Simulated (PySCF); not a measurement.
## Electron correlation in Ir (iridium, neutral)

[Xe] 4f14 5d7 6s2, high-spin 4F determinant. All numbers are calculated (PySCF 2.14, scalar relativity through the core potential, in cc-pVDZ-PP with ECP60MDF). Frozen: 5s2 5p6; 9 electrons correlated.

MP2 pair energies summed by pair of shells (mhartree):

| pair | energy | share (%) |
| --- | --- | --- |
| 5d-5d | -109.81 | 58.1 |
| 5d-6s | -61.56 | 32.6 |
| 6s-6s | -17.54 | 9.3 |

Total MP2 correlation energy: -188.90 mhartree.

Same-spin part -69.06 and opposite-spin part -119.84 mhartree; SCS-MP2 scales them by 1/3 and 6/5 to -166.83 mhartree.
